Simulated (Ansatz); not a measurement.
Harmonic frequencies (cm⁻¹) at PBE0-D4/def2-TZVP from Ansatz: 81, 109, 126, 208, 213, 214, 252, 253, 313, 437, 491, 492, 506, 522, 616, 671, 721, 738, 744, 791, 3868, 3919, 3922, 3932.

Each molecule was computed in one conformer, which needn't be the lowest.

(1) Which molecule is it?
A. `[CH3][Nb]([NH2])(=[O])[Cl]`
B. `[OH][Nb]([OH])([OH])([OH])[F]`
C. `[NH2][Nb]([NH2])(=[S])[Cl]`
D. `[CH3][Nb](=[NH])([F])[Cl]`

Results:

(1) B.
